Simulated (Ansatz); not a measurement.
C₂H₆B₂O₂. Total charge 0; spin multiplicity 1. The bonds changed during the relaxation, so this is another structure than the one it started from.

```xyz
12

B     1.263   -0.692    1.141
B     0.077   -1.688    0.529
O    -0.732   -0.841   -0.315
C    -0.258    0.384   -0.301
C    -0.961    1.398   -1.112
O     0.744    0.642    0.379
H     2.399   -0.863    0.764
H     1.224   -0.429    2.322
H    -0.311   -2.814    0.553
H    -2.002    1.457   -0.789
H    -0.477    2.366   -1.013
H    -0.965    1.080   -2.157
```

(1) List the harmonic frequencies (cm⁻¹, unscaled) at PBE0-D4/def2-TZVP in Ansatz. (An estimate is asked.)

(2) Is this a minimum?

(3) Give the ideal-gas thermochemistry at 298.15 K and 1 bar (rigid rotor, harmonic oscillator; point group Cs, symmetry number 1).

(4) And at 400, 500, 600, 800 and 1000 K?

(5) Rotational constants (cm⁻¹)?

Answers

(1) The calculation gave: 81, 178, 227, 342, 432, 568, 638, 657, 715, 788, 893, 919, 948, 986, 1010, 1049, 1071, 1094, 1182, 1365, 1447, 1455, 1462, 1699, 2491, 2525, 2669, 3075, 3143, 3198.

(2) Yes, all 30 modes are real.

(3) Zero-point energy 229.1 kJ/mol; H(298) − E = 248.3 kJ/mol; entropy 326.4 J/(mol·K), of which translation 164.1, rotation 108.6, vibration 53.7; G(298) − E = 151.0 kJ/mol. Modes under 100 cm⁻¹ are hindered rotations or soft bends, so the harmonic entropy is rough.

(4) 
| T (K) | H − E (kJ/mol) | S (J/mol/K) | G − E (kJ/mol) |
| --- | --- | --- | --- |
| 400 | 260.3 | 360.8 | 116.0 |
| 500 | 274.6 | 392.6 | 78.3 |
| 600 | 290.9 | 422.3 | 37.5 |
| 800 | 328.3 | 475.9 | -52.4 |
| 1000 | 370.3 | 522.6 | -152.4 |

(5) 0.2556, 0.118, 0.08357.
